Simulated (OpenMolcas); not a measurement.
**C2H6AlCl (dimethylaluminum chloride): methods side by side**

C2H6AlCl: 10 atoms, total charge 0, spin state singlet. As SMILES, `[CH3][Al]([CH3])[Cl]`. The coordinates come from a PBE0-D4/def2-TZVP relaxation.

Quantity: the dipole moment, in D. The values are calculated.

| level | kind | program | value (D) | CPU time |
| --- | --- | --- | --- | --- |
| SVWN5/cc-pVDZ | LDA | OpenMolcas | 2.15 | 29 s |
| BLYP/cc-pVDZ | GGA | OpenMolcas | 2.03 | 37 s |
| PBE/cc-pVDZ | GGA | OpenMolcas | 2.10 | 37 s |
| revPBE/cc-pVDZ | GGA | OpenMolcas | 2.10 | 36 s |
| r2SCAN/cc-pVDZ | meta-GGA | OpenMolcas | 2.18 | 47 s |
| BHLYP/cc-pVDZ | global hybrid | OpenMolcas | 2.20 | 31 s |
| M06-2X/cc-pVDZ | hybrid meta-GGA | OpenMolcas | 2.20 | 40 s |
| PBE0/cc-pVDZ | global hybrid | OpenMolcas | 2.20 | 35 s |

The values span 2.03 to 2.20 D. Magnitudes only. Times are those of the runs behind each value, whatever else they computed, on shared processors of several kinds: orders of magnitude only.
